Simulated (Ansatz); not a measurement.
Relaxation of F2GeH4O3 (10 atoms, charge 0, multiplicity 1), to a largest force component of 0.03 eV/Å in at most 50 steps.

Method: Ansatz, RKS B3LYP-D4/def2-SVP.

```xyz
10
Properties=species:S:1:pos:R:3:forces:R:3
Ge 0.585 0.197 -0.197 0.11 -0.02 -0.16
F -1.183 0.749 2.018 -0.35 -0.09 0.05
O 1.735 0.092 -1.520 -0.01 0.00 0.01
H 1.529 -0.619 -2.143 0.00 0.01 -0.01
O -0.928 0.903 -0.709 0.02 -0.02 0.01
H -1.499 1.003 0.070 0.00 0.01 0.00
F 0.335 -1.419 0.387 0.00 0.00 0.01
O 1.364 1.161 1.066 -0.24 -0.01 0.17
H 2.326 1.059 1.067 0.00 0.00 0.00
H -0.421 1.162 2.351 0.47 0.12 -0.08
```

Problem. Where does it end, and by what steps?

Solution. The forces met the threshold. After 12 steps the energy has fallen by 0.185 eV; F2 moved furthest, 0.75 Å.

```tsv
step	energy less start (eV)	largest force component (eV/Å)	accepted
0	0.0000	0.469	yes
1	-0.0496	1.643	yes
2	-0.1210	0.875	yes
3	-0.1406	0.611	yes
4	-0.1622	0.233	yes
5	-0.1637	0.374	yes
6	-0.1750	0.197	yes
7	-0.1805	0.176	yes
8	-0.1830	0.129	yes
9	-0.1844	0.072	yes
10	-0.1845	0.081	yes
11	-0.1850	0.039	yes
12	-0.1851	0.011	yes
```

```xyz
10
Properties=species:S:1:pos:R:3
Ge 0.574 0.020 -0.252
F -1.155 1.497 2.023
O 1.679 0.282 -1.583
H 1.589 -0.370 -2.292
O -1.062 0.535 -0.533
H -1.430 0.910 0.295
F 0.648 -1.666 0.153
O 1.162 0.939 1.159
H 2.047 0.712 1.475
H -0.209 1.426 1.944
```

Whether the end is a true minimum wasn't checked by a vibrational analysis.

Time of the run: 27 s on 4 threads of Arm Neoverse V2, with other jobs on the host, peak memory 0.33 GiB.
